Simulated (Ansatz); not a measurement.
The cluster Ta5⁺, relaxed as a singlet with RKS PBE-D4/def2-SVP in Ansatz, starting from packed atoms. Force threshold 0.02 eV/Å.

In the def2 sets Ta takes a core potential; there is no spin–orbit coupling. The relaxation made no stability test and no search for a lower SCF solution. At PBE0-D4/def2-TZVP a triplet of charge 1 lies 0.15 eV below the restricted singlet, each at its own geometry. The structure comes from a short search, and lower isomers may exist.

Start:

| atom | x (Å) | y (Å) | z (Å) |
| --- | --- | --- | --- |
| Ta1 | 0.2923 | 1.4537 | 1.0955 |
| Ta2 | 1.1743 | 2.0621 | -2.0029 |
| Ta3 | -1.1016 | -0.5725 | -1.7669 |
| Ta4 | 1.5337 | -1.6392 | 1.0455 |
| Ta5 | -1.8987 | -1.3040 | 1.6287 |

```
step  energy (eV)  largest force component (eV/Å)  SCF passes
   1   -7736.7913                           4.636          96
   2   -7741.2210                           5.146          59
   3   -7745.6826                           4.593          68
   4   -7749.0528                           3.192          53
   5   -7750.6152                           2.087          47
   6   -7751.0555                           1.814          39
   7   -7751.4901                           1.203          50
   8   -7752.0562                           1.052          42
   9   -7752.2282                           0.653          38
  10   -7752.2746                           0.245          33
  11   -7752.2830                           0.045          36
  12   -7752.2832                           0.022          31
  13   -7752.2832                           0.008          30
```

Force components are those of the run's own axes.

End:

```xyz
5

Ta   -0.010    1.234    0.987
Ta    1.077    1.144   -1.311
Ta   -0.875   -0.485   -1.225
Ta    1.159   -0.981    0.311
Ta   -1.351   -0.913    1.237
```

Bonds formed: Ta2–Ta4, Ta2–Ta5 (atoms count from 1). Metal–metal contacts that move far: Ta3–Ta4 4.00 to 2.60 Å.

No frequencies were taken in this run, so the end may be a saddle point.

Run time 19 s (4 threads of AMD EPYC 9R45 on a shared host).
